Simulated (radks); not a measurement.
The numbers below are computed, except where a source is named.
Ionisation of neutral nickel, [Ar] 3d8 4s2, to Ni+, [Ar] 3d9, under several functionals. Dirac Kohn-Sham, spin-unpolarised, spherical densities, finite nucleus; open shells are shared between the two j in proportion to 2j + 1; a radial shooting solver on a logarithmic mesh with Libxc functionals.

functional,E(Ni) (hartree),Exc (hartree),IE (eV),-e(HOMO) (eV),<r> HOMO (bohr),IE error (eV)
OLYP,-1521.20147,-63.97592,5.618,5.312,2.846,-2.022
HCTH/407,-1521.51577,-64.33346,5.798,5.643,2.841,-1.842
"LDA (Slater exchange, VWN5 correlation)",-1518.10706,-60.76225,6.542,5.859,2.783,-1.097
exchange-only LDA,-1515.67150,-58.26758,5.900,4.862,2.843,-1.740

NIST Atomic Spectra Database: 7.640 eV (measured). Closest: LDA (Slater exchange, VWN5 correlation). The Delta-SCF values span 0.92 eV, the total energies 5.84 hartree. The highest occupied level is 4s1/2. Spin polarisation and multiplet splitting are left out, so open shells lie too high by an amount that depends on their filling.

Beside tabulated values, note that spin-unpolarised runs miss the spin-polarisation part of the exchange energy of open shells.
